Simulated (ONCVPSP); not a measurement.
# Plane-wave convergence, ONCV potential for Fe

```json
{
 "Element": "Fe",
 "Generator": "ONCVPSP 4.0.1",
 "Type": "optimised norm-conserving Vanderbilt (ONCV)",
 "Functional": "PBEsol",
 "Relativity": "scalar-relativistic",
 "Frozen core": "[Ne]",
 "Valence charge": "16",
 "Reference configuration": "3s2 3p6 3d6 4s1 (charge +1)",
 "Partial waves": "3s+4s: rc 1.30 bohr, ncon 3, nbas 7, qcut 11.6 1/bohr, 2 projectors; 3p: rc 1.40 bohr, ncon 4, nbas 7, qcut 9.5 1/bohr, 2 projectors, debl 2.5 Ha; 3d: rc 1.30 bohr, ncon 4, nbas 9, qcut 13.5 1/bohr, 2 projectors, debl 3.2 Ha",
 "Local potential": "polynomial inside 1.20 bohr (lpopt 3, dvloc0 0 Ha)",
 "Core correction": "none"
}
```

In the p channel the program set the typed energies aside and used -2.516, 0.250 Ha.

**Question.** For each optimised wave give the share of its norm inside rc, the residual kinetic energy above qcut (Ha) and the cutoffs (Ha) for errors of 10, 1, 0.1 and 0.01 mHa per electron.

**Answer.**

```json
{"wave": "3s", "norm inside rc": "0.932", "residual KE": "4.0e-08", "10 mHa": "31.0", "1 mHa": "40.8", "0.1 mHa": "49.0", "0.01 mHa": "55.3"}
{"wave": "4s", "norm inside rc": "0.047", "residual KE": "1.1e-08", "10 mHa": "20.6", "1 mHa": "34.0", "0.1 mHa": "43.9", "0.01 mHa": "51.7"}
{"wave": "3p", "norm inside rc": "0.925", "residual KE": "2.1e-06", "10 mHa": "25.2", "1 mHa": "32.2", "0.1 mHa": "37.5", "0.01 mHa": "41.9"}
{"wave": "p projector 2", "norm inside rc": "0.030", "residual KE": "2.9e-07", "10 mHa": "17.3", "1 mHa": "25.3", "0.1 mHa": "32.5", "0.01 mHa": "38.1"}
{"wave": "3d", "norm inside rc": "0.707", "residual KE": "7.9e-08", "10 mHa": "52.2", "1 mHa": "63.2", "0.1 mHa": "72.3", "0.01 mHa": "79.3"}
{"wave": "d projector 2", "norm inside rc": "0.080", "residual KE": "4.6e-07", "10 mHa": "51.7", "1 mHa": "64.5", "0.1 mHa": "74.5", "0.01 mHa": "82.2"}
```

The occupied waves need 63 Ha and 72 Ha for 1 and 0.1 mHa.
